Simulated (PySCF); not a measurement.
PySCF input file for Sb(Me)2 (C2H6Sb), SMILES [CH3][Sb+][CH3] (connectivity only; charge and spin as stated), charge +1, multiplicity 1, B3LYP-D3(BJ)/def2-SVP. 

```python
import numpy as np
from pyscf import gto, scf, dft
from pyscf.geomopt import geometric_solver

mol = gto.M(
    atom='''
    Sb    0.25892945    0.01472872    0.31073269
    C     0.52434049    0.13772781   -1.83917589
    H     1.17311453   -0.67619521   -2.15754433
    H     1.01962240    1.07690256   -2.07838715
    H    -0.43530982    0.07613800   -2.34815470
    C    -1.89397362   -0.21576756    0.20717288
    H    -2.11552234   -1.11294306   -0.36924088
    H    -2.30725473    0.65211081   -0.30482752
    H    -2.32225327   -0.29893913    1.20280557
    ''',
    basis='def2-SVP',
    ecp={'Sb': 'def2-svp'},
    charge=1,
    spin=0,
    max_memory=1600,
    verbose=3,
)
mf = dft.RKS(mol, xc='b3lyp').density_fit(auxbasis='def2-universal-jkfit')
mf.disp = 'd3bj'
mf.grids.level = 3
mf.conv_tol = 1e-9
mf.max_cycle = 100
mf.kernel()
conv, mol_eq = geometric_solver.kernel(mf, convergence_set='GAU_TIGHT', maxsteps=100)
print(mol_eq.tostring(format='xyz'))
mf.reset(mol_eq)
mf.kernel()
```

It prints:

```
converged SCF energy = -319.802670028264
[banner and settings of the optimiser left out]
Geometry optimization cycle 1
Cartesian coordinates (Angstrom)
 Atom        New coordinates             dX        dY        dZ
  Sb   0.258929   0.014729   0.310733    0.000000  0.000000  0.000000
   C   0.524340   0.137728  -1.839176    0.000000  0.000000  0.000000
   H   1.173115  -0.676195  -2.157544    0.000000  0.000000  0.000000
   H   1.019622   1.076903  -2.078387    0.000000  0.000000  0.000000
   H  -0.435310   0.076138  -2.348155    0.000000  0.000000  0.000000
   C  -1.893974  -0.215768   0.207173    0.000000  0.000000  0.000000
   H  -2.115522  -1.112943  -0.369241    0.000000  0.000000  0.000000
   H  -2.307255   0.652111  -0.304828    0.000000  0.000000  0.000000
   H  -2.322253  -0.298939   1.202806    0.000000  0.000000 -0.000000

WARN: Mole.unit (angstrom) is changed to Bohr

converged SCF energy = -319.802670028253
--------------- DFRKS_Scanner gradients ---------------
         x                y                z
0 Sb     0.0053220663     0.0003240875     0.0071992525
1 C     0.0088339416     0.0010031274    -0.0116895325
2 H    -0.0078061793     0.0074742685     0.0020693113
3 H    -0.0063908925    -0.0086824695     0.0012980559
4 H     0.0059370614     0.0004756547     0.0029713629
5 C    -0.0127882199    -0.0011988826    -0.0086999565
6 H     0.0014234028     0.0074379228     0.0073186383
7 H     0.0030606786    -0.0074042865     0.0067551596
8 H     0.0024034612     0.0005717022    -0.0072135593
----------------------------------------------
cycle 1: E = -319.802670028  dE = -319.803  norm(grad) = 0.033148
Step    0 : Gradient = 1.105e-02/1.551e-02 (rms/max) Energy = -319.8026700283
Hessian Eigenvalues: 2.30000e-02 2.30000e-02 5.00000e-02 ... 3.50003e-01 3.50428e-01 3.51586e-01

Geometry optimization cycle 2
Cartesian coordinates (Angstrom)
 Atom        New coordinates             dX        dY        dZ
  Sb   0.239289   0.014080   0.287710   -0.019641 -0.000649 -0.023022
   C   0.508733   0.136115  -1.833293   -0.015607 -0.001613  0.005883
   H   1.179129  -0.686624  -2.140508    0.006015 -0.010429  0.017036
   H   1.024800   1.085734  -2.061117    0.005177  0.008831  0.017270
   H  -0.453125   0.074645  -2.359409   -0.017815 -0.001493 -0.011255
   C  -1.883458  -0.214428   0.211079    0.010515  0.001340  0.003906
   H  -2.104643  -1.118456  -0.384143    0.010879 -0.005513 -0.014902
   H  -2.299151   0.661743  -0.317802    0.008103  0.009633 -0.012975
   H  -2.309435  -0.299154   1.220032    0.012818 -0.000215  0.017227
converged SCF energy = -319.803897027671
--------------- DFRKS_Scanner gradients ---------------
         x                y                z
0 Sb    -0.0018393622    -0.0001240443    -0.0007299051
1 C     0.0025765562     0.0000933198    -0.0001482647
2 H    -0.0008207450    -0.0004409342     0.0003285155
3 H    -0.0008937979     0.0003436915     0.0003807641
4 H    -0.0009379713    -0.0000927257     0.0009888343
5 C    -0.0001479046     0.0000565061    -0.0035175581
6 H     0.0007836554    -0.0003815792     0.0009178113
7 H     0.0007183703     0.0004995558     0.0009267802
8 H     0.0005529271     0.0000493563     0.0008643765
----------------------------------------------
cycle 2: E = -319.803897028  dE = -0.001227  norm(grad) = 0.00558436
Step    1 : Displace = 2.046e-02/3.023e-02 (rms/max) Trust = 1.000e-01 (=) Grad = 1.861e-03/3.521e-03 (rms/max) E (change) = -319.8038970277 (-1.227e-03) Quality = 0.975
Hessian Eigenvalues: 2.29988e-02 2.30000e-02 4.99997e-02 ... 3.49969e-01 3.50788e-01 3.61154e-01

Geometry optimization cycle 3
Cartesian coordinates (Angstrom)
 Atom        New coordinates             dX        dY        dZ
  Sb   0.239253   0.014594   0.284421   -0.000036  0.000514 -0.003289
   C   0.513514   0.137160  -1.841708    0.004781  0.001045 -0.008416
   H   1.192593  -0.682297  -2.144559    0.013464  0.004327 -0.004051
   H   1.039400   1.083967  -2.066287    0.014600 -0.001766 -0.005170
   H  -0.438881   0.077020  -2.385442    0.014244  0.002375 -0.026033
   C  -1.891106  -0.215648   0.225252   -0.007648 -0.001221  0.014173
   H  -2.119066  -1.116424  -0.375502   -0.014423  0.002032  0.008641
   H  -2.313708   0.656637  -0.308058   -0.014557 -0.005106  0.009744
   H  -2.319055  -0.301655   1.233310   -0.009620 -0.002501  0.013277
converged SCF energy = -319.804001458333
--------------- DFRKS_Scanner gradients ---------------
         x                y                z
0 Sb     0.0001731564     0.0000074195     0.0006827296
1 C     0.0009010259     0.0000562560    -0.0003683681
2 H     0.0001722170    -0.0005336628    -0.0002777927
3 H     0.0000693553     0.0006108424    -0.0002070058
4 H    -0.0007001473    -0.0000625941     0.0001901169
5 C    -0.0003762010    -0.0000321755    -0.0005131632
6 H     0.0000628763    -0.0006721953    -0.0000762023
7 H    -0.0000648632     0.0006747431    -0.0000428682
8 H    -0.0002463518    -0.0000444590     0.0006240158
[...]
Hessian Eigenvalues: 4.39565e-05 6.09422e-04 9.56139e-04 ... 3.86384e-01 4.16225e-01 4.54288e-01

Geometry optimization cycle 49
Cartesian coordinates (Angstrom)
 Atom        New coordinates             dX        dY        dZ
  Sb   0.266104   0.326229   0.134225   -0.000350  0.000569  0.000413
   C   0.579628   0.075454  -1.969632    0.000112  0.000468  0.000477
   H   0.721274  -1.013025  -2.126413   -0.000365  0.000388  0.000556
   H   1.481853   0.604277  -2.305370    0.000395  0.000073  0.000646
   H  -0.311895   0.383484  -2.538462    0.000342  0.000779  0.000278
   C  -1.786559  -0.284703   0.107231   -0.000177 -0.000005  0.000050
   H  -1.937919  -1.116389  -0.599068    0.000302 -0.000419  0.000425
   H  -2.357189   0.587453  -0.270935   -0.000325 -0.000360 -0.000538
   H  -2.142907  -0.534902   1.115546   -0.000390  0.000331  0.000062
converged SCF energy = -319.804286398149
--------------- DFRKS_Scanner gradients ---------------
         x                y                z
0 Sb     0.0000015435     0.0000045698     0.0000005710
1 C     0.0000022652     0.0000098366    -0.0000013679
2 H     0.0000015933     0.0000009930     0.0000013973
3 H     0.0000001110     0.0000005531    -0.0000004849
4 H     0.0000009964    -0.0000006990     0.0000003543
5 C     0.0000052323    -0.0000035566     0.0000009491
6 H     0.0000020956    -0.0000025945    -0.0000003763
7 H    -0.0000002707     0.0000023277    -0.0000006483
8 H     0.0000006705     0.0000005180     0.0000033976
----------------------------------------------
cycle 49: E = -319.804286398  dE = 1.17814e-09  norm(grad) = 1.43302e-05
Step   48 : Displace = 4.602e-04/6.996e-04 (rms/max) Trust = 4.183e-03 (+) Grad = 2.881e-06/4.229e-06 (rms/max) E (change) = -319.8042863981 (+1.178e-09) Quality = -0.521
Hessian Eigenvalues: 4.37827e-05 6.21572e-04 1.12648e-03 ... 3.81405e-01 4.16623e-01 4.60952e-01

Geometry optimization cycle 50
Cartesian coordinates (Angstrom)
 Atom        New coordinates             dX        dY        dZ
  Sb   0.266032   0.326216   0.134340   -0.000072 -0.000012  0.000116
   C   0.579660   0.075522  -1.969512    0.000032  0.000068  0.000120
   H   0.721478  -1.012933  -2.126305    0.000204  0.000092  0.000107
   H   1.481831   0.604473  -2.305196   -0.000022  0.000196  0.000173
   H  -0.311875   0.383443  -2.538378    0.000020 -0.000042  0.000084
   C  -1.786635  -0.284680   0.107226   -0.000076  0.000023 -0.000004
   H  -1.937963  -1.116346  -0.599099   -0.000044  0.000043 -0.000031
   H  -2.357236   0.587488  -0.270948   -0.000046  0.000035 -0.000013
   H  -2.143037  -0.534902   1.115514   -0.000129  0.000000 -0.000032
converged SCF energy = -319.804286395976
--------------- DFRKS_Scanner gradients ---------------
         x                y                z
0 Sb    -0.0000002982     0.0000036208     0.0000014253
1 C     0.0000005540     0.0000095545    -0.0000018748
2 H     0.0000021175     0.0000001364     0.0000008718
3 H     0.0000004850     0.0000012003    -0.0000006611
4 H     0.0000017642    -0.0000004489     0.0000006910
5 C     0.0000035566    -0.0000021501     0.0000005300
6 H     0.0000027159    -0.0000006504     0.0000011919
7 H     0.0000015611    -0.0000004464     0.0000006868
8 H     0.0000017617     0.0000011339     0.0000009589
----------------------------------------------
cycle 50: E = -319.804286396  dE = 2.17233e-09  norm(grad) = 1.25179e-05
Step   49 : Displace = 7.681e-05/1.294e-04 (rms/max) Trust = 2.301e-04 (-) Grad = 2.101e-06/4.064e-06 (rms/max) E (change) = -319.8042863960 (+2.172e-09) Quality = -3.888
Not rejecting step - energy change meets convergence criteria
Hessian Eigenvalues: 4.44025e-05 5.95533e-04 1.18436e-03 ... 3.76355e-01 4.21421e-01 6.03888e-01

Geometry optimization cycle 51
Cartesian coordinates (Angstrom)
 Atom        New coordinates             dX        dY        dZ
  Sb   0.265922   0.326066   0.134562   -0.000110 -0.000150  0.000221
   C   0.579749   0.075626  -1.969293    0.000089  0.000104  0.000219
   H   0.721590  -1.012796  -2.126248    0.000112  0.000136  0.000058
   H   1.481957   0.604633  -2.304797    0.000126  0.000160  0.000400
   H  -0.311718   0.383658  -2.538204    0.000157  0.000215  0.000174
   C  -1.786778  -0.284679   0.107166   -0.000143  0.000001 -0.000060
   H  -1.938085  -1.116236  -0.599279   -0.000122  0.000110 -0.000180
   H  -2.357294   0.587568  -0.270941   -0.000058  0.000080  0.000008
   H  -2.143286  -0.535014   1.115382   -0.000249 -0.000112 -0.000132
converged SCF energy = -319.804286392321
--------------- DFRKS_Scanner gradients ---------------
         x                y                z
0 Sb    -0.0000028542     0.0000041671     0.0000031734
1 C    -0.0000011938     0.0000009574    -0.0000005139
2 H     0.0000027217     0.0000027140     0.0000004138
3 H     0.0000026381     0.0000035286    -0.0000012998
4 H     0.0000003595     0.0000015084    -0.0000009953
5 C     0.0000026623    -0.0000054046    -0.0000001705
6 H     0.0000041276     0.0000042991     0.0000055548
7 H     0.0000017941    -0.0000022310     0.0000016051
8 H     0.0000039263     0.0000023974    -0.0000038804
----------------------------------------------
cycle 51: E = -319.804286392  dE = 3.65594e-09  norm(grad) = 1.50772e-05
Step   50 : Displace = 3.634e-05/7.430e-05 (rms/max) Trust = 3.840e-05 (-) Grad = 3.856e-06/6.652e-06 (rms/max) E (change) = -319.8042863923 (+3.656e-09) Quality = -1.034
Not rejecting step - energy change meets convergence criteria
Hessian Eigenvalues: 4.44054e-05 5.97214e-04 7.37489e-04 ... 3.85540e-01 4.26431e-01 7.45710e-01

Geometry optimization cycle 52
Cartesian coordinates (Angstrom)
 Atom        New coordinates             dX        dY        dZ
  Sb   0.265801   0.325921   0.134799   -0.000121 -0.000145  0.000238
   C   0.579854   0.075754  -1.969051    0.000105  0.000128  0.000242
   H   0.721677  -1.012647  -2.126166    0.000087  0.000150  0.000082
   H   1.482116   0.604785  -2.304365    0.000159  0.000152  0.000432
   H  -0.311531   0.383918  -2.538010    0.000187  0.000260  0.000194
   C  -1.786933  -0.284690   0.107095   -0.000156 -0.000010 -0.000070
   H  -1.938222  -1.116131  -0.599486   -0.000137  0.000105 -0.000207
   H  -2.357347   0.587647  -0.270943   -0.000053  0.000079 -0.000002
   H  -2.143568  -0.535145   1.115236   -0.000282 -0.000131 -0.000146
converged SCF energy = -319.804286389208
--------------- DFRKS_Scanner gradients ---------------
         x                y                z
0 Sb    -0.0000026290     0.0000040270     0.0000010689
1 C    -0.0000027364     0.0000020307    -0.0000022037
2 H     0.0000032243     0.0000026146    -0.0000001448
3 H    -0.0000000918     0.0000026657     0.0000001505
4 H     0.0000039552     0.0000012541     0.0000017502
5 C     0.0000002615    -0.0000016679    -0.0000019193
6 H     0.0000039509     0.0000047853     0.0000058055
7 H     0.0000046016    -0.0000061989     0.0000033739
8 H     0.0000036059     0.0000024145    -0.0000039197
----------------------------------------------
cycle 52: E = -319.804286389  dE = 3.11223e-09  norm(grad) = 1.64115e-05
Step   51 : Displace = 1.887e-05/3.973e-05 (rms/max) Trust = 1.817e-05 (-) Grad = 4.948e-06/8.149e-06 (rms/max) E (change) = -319.8042863892 (+3.112e-09) Quality = -0.713
Hessian Eigenvalues: 4.44054e-05 5.97214e-04 7.37489e-04 ... 3.85540e-01 4.26431e-01 7.45710e-01
Converged! =D

9
XYZ from PySCF
Sb          0.26580087        0.32592091        0.13479945
C           0.57985430        0.07575381       -1.96905140
H           0.72167745       -1.01264651       -2.12616558
H           1.48211558        0.60478469       -2.30436465
H          -0.31153127        0.38391792       -2.53800971
C          -1.78693346       -0.28468950        0.10709540
H          -1.93822202       -1.11613117       -0.59948561
H          -2.35734698        0.58764663       -0.27094254
H          -2.14356811       -0.53514527        1.11523560
converged SCF energy = -319.804286389243
```

Self-consistency was reached.
